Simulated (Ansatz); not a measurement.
A short molecular-dynamics run on C$_{2}$H$_{3}$ClOSi, SMILES `OC1=C[SiH]1Cl`.

```yaml
crystal:
  periodic: [false, false, false]
  atoms:
    - {symbol: O, position_ang: [1.676859, 0.700026, 0.833801]}
    - {symbol: C, position_ang: [0.546615, 0.285225, 0.272625]}
    - {symbol: C, position_ang: [-0.729570, 0.054863, 0.634099]}
    - {symbol: Si, position_ang: [-0.434978, -0.326512, -1.089269]}
    - {symbol: Cl, position_ang: [-0.281151, -2.246925, -1.792344]}
    - {symbol: H, position_ang: [1.528771, 0.866698, 1.774198]}
    - {symbol: H, position_ang: [-1.317649, 0.122411, 1.541364]}
    - {symbol: H, position_ang: [-0.896696, 0.487214, -2.230275]}
basis:
  gaussian: {orbitals: def2-SVP}
hamiltonian: {xc: {name: revPBE}, dispersion: d3bjatm}
md: {timestep: 2 fs, n_steps: 50, ensemble: nve, temperature: 500, initial_velocities: maxwell_boltzmann, seed: 643}
```

```sh
$ ansatz run in.yaml --threads 2 --pin off --events-out ev --progress --plain --max-ram 4352MiB
```

```json
{"step": "0", "time (fs)": "0.0", "potential energy (eV)": "-24555.3188", "kinetic (eV)": "0.3878", "T (K)": "500", "conserved (eV)": "-24554.9311"}
{"step": "1", "time (fs)": "2.0", "potential energy (eV)": "-24555.2109", "kinetic (eV)": "0.3077", "T (K)": "397", "conserved (eV)": "-24554.9032"}
{"step": "2", "time (fs)": "4.0", "potential energy (eV)": "-24555.1582", "kinetic (eV)": "0.2532", "T (K)": "327", "conserved (eV)": "-24554.9049"}
{"step": "3", "time (fs)": "6.0", "potential energy (eV)": "-24555.1501", "kinetic (eV)": "0.2262", "T (K)": "292", "conserved (eV)": "-24554.9238"}
{"step": "4", "time (fs)": "8.0", "potential energy (eV)": "-24555.0271", "kinetic (eV)": "0.1277", "T (K)": "165", "conserved (eV)": "-24554.8994"}
{"step": "5", "time (fs)": "10.0", "potential energy (eV)": "-24555.0360", "kinetic (eV)": "0.1218", "T (K)": "157", "conserved (eV)": "-24554.9142"}
{"step": "6", "time (fs)": "12.0", "potential energy (eV)": "-24555.0172", "kinetic (eV)": "0.1149", "T (K)": "148", "conserved (eV)": "-24554.9023"}
{"step": "7", "time (fs)": "14.0", "potential energy (eV)": "-24555.0691", "kinetic (eV)": "0.1536", "T (K)": "198", "conserved (eV)": "-24554.9156"}
{"step": "8", "time (fs)": "16.0", "potential energy (eV)": "-24555.1047", "kinetic (eV)": "0.2042", "T (K)": "263", "conserved (eV)": "-24554.9005"}
{"step": "9", "time (fs)": "18.0", "potential energy (eV)": "-24555.1705", "kinetic (eV)": "0.2655", "T (K)": "342", "conserved (eV)": "-24554.9050"}
{"step": "10", "time (fs)": "20.0", "potential energy (eV)": "-24555.2162", "kinetic (eV)": "0.3093", "T (K)": "399", "conserved (eV)": "-24554.9070"}
{"step": "11", "time (fs)": "22.0", "potential energy (eV)": "-24555.2576", "kinetic (eV)": "0.3377", "T (K)": "435", "conserved (eV)": "-24554.9200"}
{"step": "12", "time (fs)": "24.0", "potential energy (eV)": "-24555.1585", "kinetic (eV)": "0.2771", "T (K)": "357", "conserved (eV)": "-24554.8814"}
{"step": "13", "time (fs)": "26.0", "potential energy (eV)": "-24555.2535", "kinetic (eV)": "0.3277", "T (K)": "423", "conserved (eV)": "-24554.9258"}
{"step": "14", "time (fs)": "28.0", "potential energy (eV)": "-24555.1320", "kinetic (eV)": "0.2377", "T (K)": "306", "conserved (eV)": "-24554.8943"}
{"step": "15", "time (fs)": "30.0", "potential energy (eV)": "-24555.1265", "kinetic (eV)": "0.2111", "T (K)": "272", "conserved (eV)": "-24554.9154"}
{"step": "16", "time (fs)": "32.0", "potential energy (eV)": "-24555.0379", "kinetic (eV)": "0.1428", "T (K)": "184", "conserved (eV)": "-24554.8951"}
{"step": "17", "time (fs)": "34.0", "potential energy (eV)": "-24555.0506", "kinetic (eV)": "0.1378", "T (K)": "178", "conserved (eV)": "-24554.9128"}
{"step": "18", "time (fs)": "36.0", "potential energy (eV)": "-24555.0829", "kinetic (eV)": "0.1720", "T (K)": "222", "conserved (eV)": "-24554.9110"}
{"step": "19", "time (fs)": "38.0", "potential energy (eV)": "-24555.0888", "kinetic (eV)": "0.1850", "T (K)": "239", "conserved (eV)": "-24554.9038"}
{"step": "20", "time (fs)": "40.0", "potential energy (eV)": "-24555.1436", "kinetic (eV)": "0.2257", "T (K)": "291", "conserved (eV)": "-24554.9180"}
{"step": "21", "time (fs)": "42.0", "potential energy (eV)": "-24555.1672", "kinetic (eV)": "0.2511", "T (K)": "324", "conserved (eV)": "-24554.9162"}
{"step": "22", "time (fs)": "44.0", "potential energy (eV)": "-24555.1369", "kinetic (eV)": "0.2308", "T (K)": "298", "conserved (eV)": "-24554.9062"}
{"step": "23", "time (fs)": "46.0", "potential energy (eV)": "-24555.1380", "kinetic (eV)": "0.2288", "T (K)": "295", "conserved (eV)": "-24554.9092"}
{"step": "24", "time (fs)": "48.0", "potential energy (eV)": "-24555.1290", "kinetic (eV)": "0.2104", "T (K)": "271", "conserved (eV)": "-24554.9186"}
{"step": "25", "time (fs)": "50.0", "potential energy (eV)": "-24555.0643", "kinetic (eV)": "0.1684", "T (K)": "217", "conserved (eV)": "-24554.8959"}
{"step": "26", "time (fs)": "52.0", "potential energy (eV)": "-24555.0935", "kinetic (eV)": "0.1802", "T (K)": "232", "conserved (eV)": "-24554.9134"}
{"step": "27", "time (fs)": "54.0", "potential energy (eV)": "-24555.0275", "kinetic (eV)": "0.1394", "T (K)": "180", "conserved (eV)": "-24554.8881"}
{"step": "28", "time (fs)": "56.0", "potential energy (eV)": "-24555.1697", "kinetic (eV)": "0.2489", "T (K)": "321", "conserved (eV)": "-24554.9207"}
{"step": "29", "time (fs)": "58.0", "potential energy (eV)": "-24555.1504", "kinetic (eV)": "0.2624", "T (K)": "338", "conserved (eV)": "-24554.8880"}
{"step": "30", "time (fs)": "60.0", "potential energy (eV)": "-24555.2390", "kinetic (eV)": "0.3207", "T (K)": "413", "conserved (eV)": "-24554.9184"}
{"step": "31", "time (fs)": "62.0", "potential energy (eV)": "-24555.2123", "kinetic (eV)": "0.3100", "T (K)": "400", "conserved (eV)": "-24554.9023"}
{"step": "32", "time (fs)": "64.0", "potential energy (eV)": "-24555.2162", "kinetic (eV)": "0.3081", "T (K)": "397", "conserved (eV)": "-24554.9081"}
{"step": "33", "time (fs)": "66.0", "potential energy (eV)": "-24555.1936", "kinetic (eV)": "0.2911", "T (K)": "375", "conserved (eV)": "-24554.9025"}
{"step": "34", "time (fs)": "68.0", "potential energy (eV)": "-24555.1790", "kinetic (eV)": "0.2567", "T (K)": "331", "conserved (eV)": "-24554.9223"}
{"step": "35", "time (fs)": "70.0", "potential energy (eV)": "-24555.0827", "kinetic (eV)": "0.1808", "T (K)": "233", "conserved (eV)": "-24554.9019"}
{"step": "36", "time (fs)": "72.0", "potential energy (eV)": "-24555.0719", "kinetic (eV)": "0.1582", "T (K)": "204", "conserved (eV)": "-24554.9137"}
{"step": "37", "time (fs)": "74.0", "potential energy (eV)": "-24555.0024", "kinetic (eV)": "0.0953", "T (K)": "123", "conserved (eV)": "-24554.9071"}
{"step": "38", "time (fs)": "76.0", "potential energy (eV)": "-24555.0181", "kinetic (eV)": "0.1080", "T (K)": "139", "conserved (eV)": "-24554.9101"}
{"step": "39", "time (fs)": "78.0", "potential energy (eV)": "-24555.0521", "kinetic (eV)": "0.1407", "T (K)": "181", "conserved (eV)": "-24554.9114"}
{"step": "40", "time (fs)": "80.0", "potential energy (eV)": "-24555.0711", "kinetic (eV)": "0.1705", "T (K)": "220", "conserved (eV)": "-24554.9006"}
{"step": "41", "time (fs)": "82.0", "potential energy (eV)": "-24555.1764", "kinetic (eV)": "0.2503", "T (K)": "323", "conserved (eV)": "-24554.9260"}
{"step": "42", "time (fs)": "84.0", "potential energy (eV)": "-24555.1334", "kinetic (eV)": "0.2466", "T (K)": "318", "conserved (eV)": "-24554.8868"}
{"step": "43", "time (fs)": "86.0", "potential energy (eV)": "-24555.2695", "kinetic (eV)": "0.3518", "T (K)": "454", "conserved (eV)": "-24554.9177"}
{"step": "44", "time (fs)": "88.0", "potential energy (eV)": "-24555.2430", "kinetic (eV)": "0.3391", "T (K)": "437", "conserved (eV)": "-24554.9039"}
{"step": "45", "time (fs)": "90.0", "potential energy (eV)": "-24555.2275", "kinetic (eV)": "0.3168", "T (K)": "408", "conserved (eV)": "-24554.9107"}
{"step": "46", "time (fs)": "92.0", "potential energy (eV)": "-24555.1435", "kinetic (eV)": "0.2526", "T (K)": "326", "conserved (eV)": "-24554.8909"}
{"step": "47", "time (fs)": "94.0", "potential energy (eV)": "-24555.1294", "kinetic (eV)": "0.2175", "T (K)": "280", "conserved (eV)": "-24554.9119"}
{"step": "48", "time (fs)": "96.0", "potential energy (eV)": "-24555.0757", "kinetic (eV)": "0.1775", "T (K)": "229", "conserved (eV)": "-24554.8982"}
{"step": "49", "time (fs)": "98.0", "potential energy (eV)": "-24555.0967", "kinetic (eV)": "0.1842", "T (K)": "237", "conserved (eV)": "-24554.9125"}
{"step": "50", "time (fs)": "100.0", "potential energy (eV)": "-24555.0597", "kinetic (eV)": "0.1675", "T (K)": "216", "conserved (eV)": "-24554.8923"}
```

Velocities are drawn at the set temperature; a run this short doesn't reach equilibrium.

Frames (Å, forces in eV/Å):

```xyz
8
time=0.0 fs
O     1.677    0.700    0.834    0.784    0.087   -0.498
C     0.547    0.285    0.273    0.866    0.270    0.102
C    -0.730    0.055    0.634   -0.809   -0.092    0.368
Si   -0.435   -0.327   -1.089   -0.243    0.099   -0.661
Cl   -0.281   -2.247   -1.792    0.061   -0.716   -0.253
H     1.529    0.867    1.774   -0.169    0.105    0.684
H    -1.318    0.122    1.541   -0.377    0.029    0.525
H    -0.897    0.487   -2.230   -0.113    0.217   -0.267
8
time=4.0 fs
O     1.673    0.687    0.840    1.083    0.753    1.544
C     0.553    0.304    0.269    0.490   -0.311   -0.312
C    -0.711    0.039    0.634   -2.471    0.763    1.825
Si   -0.441   -0.337   -1.099   -0.215    0.456   -0.058
Cl   -0.278   -2.234   -1.787    0.173   -1.346   -0.373
H     1.525    0.842    1.831    0.055   -0.192   -1.287
H    -1.369    0.284    1.553    0.924   -0.644   -1.097
H    -1.017    0.360   -2.260   -0.039    0.521   -0.242
8
time=8.0 fs
O     1.681    0.680    0.855    1.441    0.440   -1.257
C     0.565    0.319    0.262   -0.987   -1.012   -0.383
C    -0.719    0.032    0.652    0.895    0.426   -1.925
Si   -0.448   -0.345   -1.110   -0.639    1.397    0.104
Cl   -0.275   -2.227   -1.783    0.255   -1.768   -0.471
H     1.519    0.802    1.783   -0.306    0.266    1.566
H    -1.318    0.365    1.449   -1.139    0.047    1.764
H    -1.138    0.307   -2.317    0.479    0.204    0.602
8
time=12.0 fs
O     1.700    0.677    0.864   -0.105    0.538    1.410
C     0.566    0.322    0.251   -0.581   -0.812    0.376
C    -0.723    0.033    0.654   -0.441    1.445    0.065
Si   -0.459   -0.345   -1.120   -0.651    1.372    0.560
Cl   -0.270   -2.227   -1.782    0.273   -1.781   -0.500
H     1.485    0.788    1.861    0.343   -0.110   -1.663
H    -1.368    0.417    1.517    0.707   -0.944   -0.649
H    -1.192    0.289   -2.294    0.456    0.293    0.400
8
time=16.0 fs
O     1.720    0.680    0.882   -0.295   -0.255   -2.927
C     0.560    0.314    0.245    0.231   -0.367    0.704
C    -0.729    0.050    0.654    0.182    0.886   -0.532
Si   -0.473   -0.338   -1.126   -0.005    0.715    1.493
Cl   -0.265   -2.236   -1.782    0.190   -1.388   -0.434
H     1.483    0.768    1.784   -0.449    0.308    2.285
H    -1.346    0.347    1.530    0.212   -0.541   -0.080
H    -1.182    0.319   -2.218   -0.066    0.640   -0.510
8
time=20.0 fs
O     1.734    0.681    0.882   -1.851   -0.171    0.953
C     0.556    0.302    0.247    0.933    0.249    0.775
C    -0.733    0.078    0.645    0.472    0.058   -0.876
Si   -0.488   -0.327   -1.125   -0.072    0.678    0.820
Cl   -0.258   -2.250   -1.784    0.048   -0.724   -0.315
H     1.458    0.776    1.871    0.647   -0.110   -1.800
H    -1.305    0.197    1.555   -0.350   -0.086    0.604
H    -1.172    0.437   -2.205    0.173    0.106   -0.161
8
time=24.0 fs
O     1.732    0.679    0.886   -0.542   -0.736   -3.176
C     0.565    0.293    0.259    0.935    0.582    0.188
C    -0.731    0.107    0.627   -1.021   -0.596    1.952
Si   -0.502   -0.312   -1.120    0.026    0.771   -0.213
Cl   -0.251   -2.267   -1.788   -0.094   -0.032   -0.154
H     1.504    0.778    1.786   -0.492    0.320    2.532
H    -1.301    0.039    1.640    0.755    0.277   -1.495
H    -1.137    0.571   -2.215    0.434   -0.586    0.365
8
time=28.0 fs
O     1.723    0.673    0.872   -0.464   -0.020    1.600
C     0.583    0.291    0.273   -0.850    0.438   -0.339
C    -0.740    0.129    0.630    1.373   -0.565   -0.988
Si   -0.517   -0.293   -1.115    0.745    0.105    0.229
Cl   -0.245   -2.284   -1.792   -0.201    0.533   -0.006
H     1.525    0.804    1.878    0.346   -0.268   -1.842
H    -1.212   -0.083    1.552   -1.009    0.118    1.499
H    -1.042    0.624   -2.181    0.061   -0.341   -0.154
8
time=32.0 fs
O     1.711    0.665    0.868    1.277   -0.306   -1.968
C     0.591    0.295    0.282   -1.785    0.235   -0.973
C    -0.736    0.142    0.628    0.031   -1.278    1.572
Si   -0.527   -0.274   -1.109    1.365   -0.833    0.492
Cl   -0.239   -2.300   -1.797   -0.274    0.957    0.145
H     1.579    0.803    1.788   -0.437    0.252    2.213
H    -1.228   -0.172    1.601    0.130    0.806   -0.723
H    -0.937    0.629   -2.173   -0.308    0.166   -0.758
8
time=36.0 fs
O     1.708    0.656    0.855    0.842    0.313    1.651
C     0.578    0.302    0.281   -0.959    0.318   -0.612
C    -0.730    0.140    0.641   -0.513   -1.095    1.027
Si   -0.530   -0.259   -1.101    1.080   -0.650   -0.612
Cl   -0.235   -2.311   -1.801   -0.312    1.210    0.277
H     1.591    0.814    1.861   -0.041   -0.363   -1.581
H    -1.246   -0.152    1.588    0.015    0.647   -0.280
H    -0.873    0.646   -2.261   -0.112   -0.379    0.130
8
time=40.0 fs
O     1.714    0.649    0.852    0.344   -0.251   -1.640
C     0.553    0.313    0.271    0.584    0.392   -0.029
C    -0.728    0.125    0.665   -0.375   -0.507   -0.637
Si   -0.528   -0.247   -1.096    0.819   -0.821   -1.109
Cl   -0.232   -2.316   -1.803   -0.329    1.328    0.385
H     1.589    0.786    1.786   -0.324    0.132    1.404
H    -1.284   -0.041    1.565   -0.628    0.185    1.026
H    -0.829    0.611   -2.336   -0.091   -0.459    0.602
8
time=44.0 fs
O     1.723    0.641    0.839   -0.738    0.135    0.867
C     0.535    0.328    0.261    1.201    0.180    0.697
C    -0.734    0.103    0.685   -1.833   -0.058    1.036
Si   -0.520   -0.240   -1.097    0.685   -1.709   -0.285
Cl   -0.230   -2.317   -1.804   -0.316    1.320    0.439
H     1.549    0.762    1.830    0.251   -0.167   -1.253
H    -1.382    0.099    1.648    1.062    0.041   -1.342
H    -0.801    0.514   -2.332   -0.312    0.258   -0.159
8
time=48.0 fs
O     1.726    0.633    0.829   -0.589    0.090   -0.720
C     0.530    0.346    0.260   -0.167   -0.562    0.828
C    -0.759    0.081    0.713    1.384    0.571   -2.460
Si   -0.509   -0.243   -1.099    0.522   -1.798    0.452
Cl   -0.230   -2.311   -1.803   -0.277    1.180    0.440
H     1.534    0.727    1.775    0.145    0.122    0.620
H    -1.357    0.246    1.579   -0.678   -0.095    1.170
H    -0.819    0.452   -2.347   -0.340    0.492   -0.330
8
time=52.0 fs
O     1.723    0.626    0.814   -0.604    0.378    0.900
C     0.524    0.356    0.269   -0.626   -1.002    0.530
C    -0.771    0.067    0.716    0.537    1.417   -0.800
Si   -0.495   -0.255   -1.099   -0.003   -1.022   -0.347
Cl   -0.231   -2.300   -1.800   -0.219    0.955    0.382
H     1.542    0.706    1.797    0.417    0.041   -0.763
H    -1.385    0.372    1.617    0.469   -0.723   -0.581
H    -0.885    0.457   -2.398    0.030   -0.043    0.680
8
time=56.0 fs
O     1.715    0.623    0.802   -0.147    0.415    0.481
C     0.511    0.355    0.284   -0.216   -1.032   -0.020
C    -0.775    0.069    0.706    0.162    1.323   -0.500
Si   -0.481   -0.273   -1.101   -0.207   -0.574   -0.123
Cl   -0.233   -2.285   -1.796   -0.151    0.612    0.262
H     1.596    0.698    1.781    0.153    0.081   -0.252
H    -1.369    0.397    1.605    0.275   -0.752   -0.434
H    -0.948    0.461   -2.358    0.132   -0.073    0.587
8
time=60.0 fs
O     1.706    0.623    0.791    0.239    0.379    0.312
C     0.496    0.340    0.299    0.882   -0.619   -0.459
C    -0.775    0.087    0.687    0.178    0.300   -1.399
Si   -0.468   -0.294   -1.103   -0.029   -0.474    0.923
Cl   -0.236   -2.268   -1.790   -0.076    0.137    0.072
H     1.673    0.706    1.773   -0.170    0.037   -0.193
H    -1.335    0.321    1.563   -0.858   -0.158    1.187
H    -0.997    0.459   -2.238   -0.167    0.399   -0.443
8
time=64.0 fs
O     1.699    0.626    0.781    0.575    0.346    0.943
C     0.492    0.317    0.309    1.688   -0.041   -0.634
C    -0.777    0.110    0.656   -2.322   -0.072    1.893
Si   -0.456   -0.317   -1.101   -0.420    0.492    0.463
Cl   -0.239   -2.250   -1.784    0.004   -0.441   -0.177
H     1.718    0.723    1.778   -0.365   -0.070   -0.847
H    -1.388    0.209    1.637    0.776   -0.258   -1.359
H    -1.064    0.509   -2.171    0.064    0.045   -0.282
8
time=68.0 fs
O     1.698    0.633    0.775    0.869    0.113   -0.319
C     0.507    0.293    0.310   -0.205    0.079   -0.603
C    -0.803    0.132    0.644    0.746   -0.655   -0.630
Si   -0.446   -0.337   -1.096   -0.982    1.854    0.076
Cl   -0.242   -2.233   -1.779    0.083   -1.072   -0.439
H     1.713    0.739    1.736   -0.281    0.088    0.700
H    -1.357    0.065    1.555   -0.729    0.160    1.024
H    -1.120    0.563   -2.145    0.499   -0.566    0.191
8
time=72.0 fs
O     1.704    0.640    0.768    0.569    0.180    1.806
C     0.521    0.271    0.304   -1.146    0.411   -0.200
C    -0.824    0.145    0.629    0.894   -1.189    0.820
Si   -0.440   -0.348   -1.090   -0.942    1.910    0.250
Cl   -0.244   -2.222   -1.775    0.156   -1.517   -0.603
H     1.668    0.764    1.776   -0.073   -0.137   -1.323
H    -1.400   -0.059    1.571    0.261    0.591   -0.459
H    -1.106    0.541   -2.100    0.281   -0.249   -0.289
8
time=76.0 fs
O     1.716    0.648    0.772   -0.228   -0.518   -1.152
C     0.521    0.254    0.296   -0.531    0.835    0.100
C    -0.831    0.144    0.621    0.953   -1.311    1.137
Si   -0.440   -0.349   -1.083   -0.635    1.220    0.299
Cl   -0.246   -2.217   -1.775    0.181   -1.650   -0.598
H     1.606    0.781    1.706   -0.008    0.315    1.644
H    -1.425   -0.096    1.554    0.400    0.750   -0.577
H    -1.052    0.485   -2.102   -0.131    0.359   -0.854
8
time=80.0 fs
O     1.725    0.653    0.772   -1.419   -0.156    1.897
C     0.514    0.248    0.289    0.612    1.101    0.572
C    -0.825    0.127    0.624    1.798   -0.651   -0.751
Si   -0.444   -0.342   -1.075   -1.024    1.198   -1.141
Cl   -0.247   -2.219   -1.777    0.155   -1.479   -0.465
H     1.557    0.828    1.770    0.531   -0.210   -1.618
H    -1.417   -0.031    1.490   -0.867    0.284    1.395
H    -1.008    0.470   -2.216    0.215   -0.088    0.109
8
time=84.0 fs
O     1.722    0.655    0.784   -0.698   -0.818   -2.131
C     0.516    0.255    0.288    1.296    0.844    0.417
C    -0.801    0.101    0.625   -1.082   -0.259    2.182
Si   -0.454   -0.329   -1.073   -0.772    0.701   -2.014
Cl   -0.248   -2.227   -1.780    0.086   -1.097   -0.267
H     1.572    0.861    1.686   -0.155    0.571    2.357
H    -1.487    0.087    1.561    1.079    0.245   -1.249
H    -0.935    0.446   -2.318    0.245   -0.188    0.704
8
time=88.0 fs
O     1.711    0.653    0.788   -0.199    0.688    2.064
C     0.532    0.273    0.293   -0.222   -0.032    0.117
C    -0.786    0.072    0.648    0.810    0.373   -0.523
Si   -0.467   -0.313   -1.082    0.089   -0.233   -0.562
Cl   -0.248   -2.241   -1.785   -0.007   -0.668   -0.097
H     1.589    0.936    1.775    0.198   -0.573   -1.806
H    -1.430    0.238    1.493   -0.492    0.015    0.842
H    -0.830    0.401   -2.326   -0.177    0.428   -0.037
8
time=92.0 fs
O     1.699    0.655    0.805    1.276   -0.235   -2.072
C     0.545    0.290    0.299   -1.294   -0.882   -0.509
C    -0.764    0.048    0.669   -0.089    1.281    0.180
Si   -0.480   -0.298   -1.093    0.710   -0.745    0.399
Cl   -0.248   -2.257   -1.791   -0.122   -0.183    0.033
H     1.626    0.953    1.687   -0.391    0.735    2.524
H    -1.416    0.393    1.510    0.246   -0.579   -0.199
H    -0.749    0.418   -2.337   -0.336    0.608   -0.356
8
time=96.0 fs
O     1.698    0.658    0.815    0.901    1.206    1.783
C     0.544    0.296    0.300   -0.477   -0.859   -0.336
C    -0.742    0.039    0.690   -1.000    1.530    0.209
Si   -0.489   -0.286   -1.103    0.654   -0.383   -0.201
Cl   -0.249   -2.274   -1.796   -0.208    0.310    0.110
H     1.620    1.014    1.781   -0.167   -0.764   -1.670
H    -1.385    0.465    1.525    0.455   -0.892   -0.516
H    -0.716    0.517   -2.387   -0.158   -0.148    0.621
8
time=100.0 fs
O     1.705    0.672    0.836    0.363   -0.390   -2.169
C     0.536    0.292    0.296    0.840   -0.522   -0.219
C    -0.729    0.048    0.710    0.118    0.348   -2.099
Si   -0.494   -0.276   -1.114    0.712   -0.434    0.247
Cl   -0.250   -2.289   -1.801   -0.266    0.700    0.152
H     1.584    0.992    1.713   -0.431    0.568    1.975
H    -1.317    0.424    1.501   -1.165    0.082    1.556
H    -0.709    0.600   -2.353   -0.172   -0.352    0.556
```

Hardware: 2 threads of an Arm Neoverse V1 on a shared host. Wall time 75 s, peak host memory 0.12 GiB.
